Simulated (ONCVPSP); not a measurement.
**vanadium ONCV: all-electron and pseudo phase curves**

- Element: V (Z = 23)
- Generator: ONCVPSP 4.0.1
- Type: optimised norm-conserving Vanderbilt (ONCV)
- Functional: PW91
- Relativity: scalar-relativistic
- Frozen core: [Ne]
- Valence charge: 13
- Reference configuration: 3s2 3p6 3d4 4s1
- Partial waves: 3s+4s: rc 1.35 bohr, ncon 4, nbas 9, qcut 10.3 1/bohr, 2 projectors; 3p: rc 1.25 bohr, ncon 4, nbas 8, qcut 11.7 1/bohr, 2 projectors, debl 3.3 Ha; 3d: rc 1.30 bohr, ncon 3, nbas 8, qcut 10.5 1/bohr, 3 projectors, debl 0.9 Ha; f scattering state at 0.35 Ha: rc 1.40 bohr, ncon 4, nbas 7, qcut 7.7 1/bohr, 2 projectors, debl 1.3 Ha
- Local potential: polynomial inside 1.00 bohr (lpopt 4, dvloc0 -1 Ha)
- Core correction: Teter function, fcfact 3.5, rcfact 1.75

The phase is arctan(r·R′/R) of the radial function R(r), unwrapped; energies in Ha, scanned from -4 to 5 Ha. A pole is an energy at which the radial function vanishes at the test radius. The pseudo phase is shifted by a multiple of π to meet the all-electron one at the reference energy, and phase errors are pseudo minus all-electron; the curves can meet again beyond the range given. Levels narrower than the energy grid can be missing from the lists of poles.

```csv
channel,radius (bohr),reference energy (Ha),"poles, all-electron","poles, pseudo",unbroken range about the reference energy with phases within 0.05 rad,phase error 1 Ha above the reference energy (rad)
s,1.37,-0.14,-1.36,-1.36,the whole range,-0.000
p,1.27,-1.49,0.26,0.26,the whole range,-0.000
d,1.32,-0.09,1.47,1.47,the whole range,-0.000
f,1.43,0.35,none,none,the whole range,+0.000
```

Phases in the f channel:

| E (Ha) | all-electron | pseudo |
| --- | --- | --- |
| -3.98 | 1.312 | 1.312 |
| -3.74 | 1.305 | 1.305 |
| -3.50 | 1.298 | 1.298 |
| -3.26 | 1.290 | 1.290 |
| -3.02 | 1.281 | 1.281 |
| -2.78 | 1.272 | 1.272 |
| -2.54 | 1.262 | 1.262 |
| -2.30 | 1.252 | 1.252 |
| -2.06 | 1.240 | 1.240 |
| -1.82 | 1.227 | 1.227 |
| -1.58 | 1.212 | 1.212 |
| -1.34 | 1.196 | 1.196 |
| -1.10 | 1.178 | 1.178 |
| -0.86 | 1.158 | 1.158 |
| -0.62 | 1.135 | 1.135 |
| -0.38 | 1.108 | 1.108 |
| -0.14 | 1.078 | 1.078 |
| 0.10 | 1.041 | 1.041 |
| 0.34 | 0.999 | 0.999 |
| 0.58 | 0.947 | 0.947 |
| 0.82 | 0.884 | 0.884 |
| 1.06 | 0.805 | 0.805 |
| 1.30 | 0.707 | 0.707 |
| 1.54 | 0.582 | 0.582 |
| 1.78 | 0.424 | 0.424 |
| 2.02 | 0.228 | 0.228 |
| 2.26 | -0.001 | -0.001 |
| 2.50 | -0.244 | -0.244 |
| 2.74 | -0.477 | -0.477 |
| 2.98 | -0.678 | -0.678 |
| 3.22 | -0.842 | -0.842 |
| 3.46 | -0.971 | -0.971 |
| 3.70 | -1.074 | -1.074 |
| 3.94 | -1.155 | -1.156 |
| 4.18 | -1.222 | -1.222 |
| 4.42 | -1.276 | -1.276 |
| 4.66 | -1.322 | -1.322 |
| 4.90 | -1.361 | -1.361 |
